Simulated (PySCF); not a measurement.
ethynylcyclobutane (C6H8), SMILES C#CC1CCC1.

Geometry: B3LYP-D3(BJ)/def2-SVP.

Method: ωB97X/def2-TZVP (PySCF).

Symmetry labels are those of the subgroup Cs that the program uses (full group Cs).

Computed valence orbital energies around the gap with their symmetry:
| orbital | symmetry | energy (eV) |
|---|---|---|
| HOMO−7 | A' | -14.10 |
| HOMO−6 | A" | -13.57 |
| HOMO−5 | A" | -13.32 |
| HOMO−4 | A' | -12.06 |
| HOMO−3 | A' | -11.68 |
| HOMO−2 | A" | -11.55 |
| HOMO−1 | A' | -9.92 |
| HOMO | A" | -9.89 |
| LUMO | A' | 2.98 |
| LUMO+1 | A" | 3.06 |
| LUMO+2 | A' | 3.76 |
| LUMO+3 | A' | 3.81 |
